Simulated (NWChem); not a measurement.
# InH3; SMILES [InH3]

All runs: NWChem. def2 effective core potentials on In; no spin-orbit coupling. Each level has its own optimisation; frequencies are unscaled.

```csv
level,r H–In (Å),highest harmonic frequency (cm⁻¹),lowest (cm⁻¹),zero-point energy (kcal/mol)
CAM-B3LYP/def2-SVP (core potentials),1.726,1830,628,10.5
BLYP/def2-SVP (core potentials),1.753,1709,584,9.8
PBE0/def2-TZVP (core potentials),1.726,1825,606,10.4
"Hartree-Fock/3-21G (all-electron, non-relativistic)",1.771,1855,631,10.7
PBE-D3(BJ)/def2-SVP (core potentials),1.745,[?],587,10.0
```

Problem. Complete the blanks.

Solution. 
- PBE-D3(BJ)/def2-SVP (core potentials), highest harmonic frequency (cm⁻¹): 1736
